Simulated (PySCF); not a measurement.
**Co³⁺ (cobalt, charge +3): UHF calculation**

Configuration: [Ar] 3d6, high-spin 5D determinant. Calculation: PySCF 2.14, in def2-TZVPPD (6s6p4d2f1g, 67 functions); no relativity, point nucleus.

```
Total energy                                                  : -1379.426435 hartree
One-electron energy                                           : -1876.8853 hartree
Hartree (Coulomb) energy                                      : 554.7172 hartree
Exchange energy                                               : -57.2583 hartree
Kinetic energy                                                : 1379.49880 hartree
⟨S²⟩                                                          : 6.0029
⟨L²⟩                                                          : 6.013
Sum of ⟨r⟩                                                    : 13.92 bohr
Sum of ⟨r²⟩                                                   : 12.89 bohr²
Traceless quadrupole moment −½Σ⟨3z² − r²⟩ along its main axis : 0.329 e·bohr²
Density at the nucleus (Gaussians lack the cusp)              : 13000 bohr⁻³
Spin density at the nucleus                                   : 0.378 bohr⁻³
Langevin diamagnetic susceptibility                           : -10.2 ×10⁻⁶ cm³/mol
```

```csv
shell,electrons,mean orbital energy (hartree),spread (hartree),"rms radius, mean of both spins (bohr)"
1s α,1,-284.50091,0,0.0659
1s β,1,-284.49731,0,0.0659
2s α,1,-36.39079,0,0.279
2s β,1,-36.23837,0,0.279
2p α,3,-31.64207,0.04232,0.250
2p β,3,-31.49246,0.00049,0.250
3s α,1,-6.12194,0,0.834
3s β,1,-5.72692,0,0.834
3p α,3,-4.63602,0.08592,0.878
3p β,3,-4.15948,0.06134,0.878
3d α,5,-2.15502,0.10177,1.03
3d β,1,-1.92612,0,1.03
```

Spin-orbit constants ζ (cm⁻¹) from the X2C one-electron operator on these orbitals (non-relativistic here): bare nucleus, nucleus screened by l(l+1)(2l+1)/3 electrons, and screened by the Breit-Pauli mean field of the electrons.

```tsv
shell	bare	screened nucleus	mean field
2p	79930	74010	71200
3p	10200	9446	9029
3d	1068	672.7	612.0
```

To first order the Landé constant is A = -153.0 cm⁻¹, so the lowest level has J = 4 and lies 0.0759 eV below the centre of the term. This holds in LS coupling only.
